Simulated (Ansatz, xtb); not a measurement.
Relative energy of two isomers of C4H10Te

Structure I is `CC[C@H](C)[TeH]`, a singlet and structure II is `CC(C)(C)[TeH]`, a singlet. Both are isolated molecules in the gas phase, relaxed with PBE-D3(BJ)/def2-SVP; the shapes shown needn't be the lowest conformers.

I (Å):

```json
{"atom": "C", "x (Å)": "0.7049", "y (Å)": "2.2572", "z (Å)": "1.5015"}
{"atom": "C", "x (Å)": "1.4708", "y (Å)": "0.9352", "z (Å)": "1.5168"}
{"atom": "C", "x (Å)": "1.0855", "y (Å)": "-0.0820", "z (Å)": "0.4341"}
{"atom": "C", "x (Å)": "1.3044", "y (Å)": "0.3992", "z (Å)": "-0.9974"}
{"atom": "Te", "x (Å)": "-0.9750", "y (Å)": "-0.8785", "z (Å)": "0.6986"}
{"atom": "H", "x (Å)": "-0.3805", "y (Å)": "2.0880", "z (Å)": "1.6589"}
{"atom": "H", "x (Å)": "1.0596", "y (Å)": "2.9276", "z (Å)": "2.3095"}
{"atom": "H", "x (Å)": "0.8289", "y (Å)": "2.8013", "z (Å)": "0.5430"}
{"atom": "H", "x (Å)": "2.5600", "y (Å)": "1.1414", "z (Å)": "1.3897"}
{"atom": "H", "x (Å)": "1.3651", "y (Å)": "0.4569", "z (Å)": "2.5128"}
{"atom": "H", "x (Å)": "1.6698", "y (Å)": "-1.0116", "z (Å)": "0.6006"}
{"atom": "H", "x (Å)": "1.1037", "y (Å)": "-0.4022", "z (Å)": "-1.7339"}
{"atom": "H", "x (Å)": "0.6526", "y (Å)": "1.2590", "z (Å)": "-1.2524"}
{"atom": "H", "x (Å)": "2.3584", "y (Å)": "0.7326", "z (Å)": "-1.1265"}
{"atom": "H", "x (Å)": "-1.6923", "y (Å)": "0.4803", "z (Å)": "0.0124"}
```

II (Å):

```xyz
15

C    -0.4476   -0.0798   -0.8170
C     1.0624   -0.3210   -0.8421
C     1.8198    0.8539   -0.2155
C     1.4279   -1.6396   -0.1590
Te    1.7553   -0.3887   -2.9780
H    -0.7230    0.8639   -1.3268
H    -0.7923   -0.0138    0.2404
H    -1.0060   -0.9068   -1.2988
H     2.9181    0.7038   -0.2461
H     1.5816    1.8151   -0.7146
H     1.5261    0.9513    0.8531
H     2.5181   -1.8316   -0.1896
H     0.9134   -2.5030   -0.6257
H     1.1147   -1.6000    0.9094
H     0.7766   -1.7118   -3.3316
```

Energies in hartree; the thermal terms are from PBE-D3(BJ)/def2-SVP harmonic frequencies (ideal gas, rigid rotor, one conformer each, 298.15 K, 1 atm) and include the zero-point energy:

```
                              I           II
E, CCSD(T)/def2-SVP  −424.961739  −424.965633
    E, MP2/def2-SVP  −424.869563  −424.874229
  E, MP2/def2-TZVPP  −425.523832  −425.528927
  zero-point energy     0.124683     0.123736
       H(298 K) − E     0.133413     0.132546
       G(298 K) − E     0.091694     0.091281
```

Task: Correct the CCSD(T) difference for the basis set by the MP2 change, then work out ΔE, ΔE₀, ΔH and ΔG for I → II in kJ/mol (1 Eh = 2625.50 kJ/mol) and the equilibrium ratio [II]/[I].

Result: 1. Differences II − I: CCSD(T) −0.003894, MP2 in the small set −0.004666, MP2 in the large set −0.005095 Eh.
2. ΔE = −0.003894 + (−0.005095 − (−0.004666)) = −0.004323 Eh = −11.35 kJ/mol.
3. ΔE₀ = ΔE + ΔZPE = −0.004323 + (−0.000947) Eh = −13.84 kJ/mol.
4. ΔH = ΔE + (−0.000867) Eh = −13.63 kJ/mol.
5. ΔG = ΔE + (−0.000413) Eh = −12.43 kJ/mol, so ΔS = (ΔH − ΔG)/T = −4.0 J/(mol K).
6. kT = 0.9442 mEh, so K = [II]/[I] = exp(−ΔG/kT) = exp(+5.02) ≈ 150.

Structure II is favoured at this temperature. An error of 4 kJ/mol in ΔG would change K by a factor of 5. HF/STO-3G found them nearly level. Mirror images and further conformers aren't counted.

As drawn, both hold the same kinds of bond in the same numbers. Structure I has 2 methyl groups, II 3.

Other levels gave ΔE = −9.8 (GFN2-xTB); +2.0 (HF/STO-3G, GFN2-xTB geometries); −8.3 (r2SCAN-D4/def2-SVP, GFN2-xTB geometries); −5.2 (PBE-D3(BJ)/def2-SVP); −3.8 (HF/def2-SVP); −12.2 (MP2/def2-SVP); −10.2 (CCSD(T)/def2-SVP) kJ/mol. The correlated steps freeze 8 core orbitals; the filled d shell of Te is correlated, in a basis made for valence electrons. Atoms past krypton carry core potentials in the def2 sets, without spin–orbit terms. Programs: Ansatz 0.2.0, xtb 6.7.1.
